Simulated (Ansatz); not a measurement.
Consider the cleavage of the Si–Ge bond: `[AlH2][NH][SiH2][GeH3]` + silanol → `[AlH2][NH][SiH2]O[SiH3]` + GeH₄.

Calculated with Ansatz (gas phase, PBE0-D4/def2-TZVP geometries, no zero-point term in ΔE). CCSD(T)/CBS is the MP2 limit (def2-TZVPP, def2-QZVPP) plus CCSD(T) − MP2 in def2-TZVPP, frozen cores. For Ge outer-core shells are correlated without core-valence functions, which leaves a few kJ/mol of doubt a bond. Scalar relativity is left out up to krypton. Each species was taken in one conformer, which may not be the lowest.

```csv
level,ΔE (eV)
CCSD(T)/def2-SVP,-1.20
SCS-MP2/def2-QZVPP,-1.28
```

(1) What does CCSD(T)/CBS give? (An estimate is asked.)

Largest T1 diagnostic among the species: 0.012.

Results:

(1) Computed: -1.18 eV. The listed levels differ from it by -0.02, -0.10 eV.

In def2-TZVPP, CCSD(T) changes the Hartree–Fock value by +0.26 eV (the triples alone add +0.03 eV) and MP2 by +0.22 eV. From BLYP to BHLYP (50 % exact exchange), in def2-TZVPP and without D4, ΔE moves by −0.19 eV.
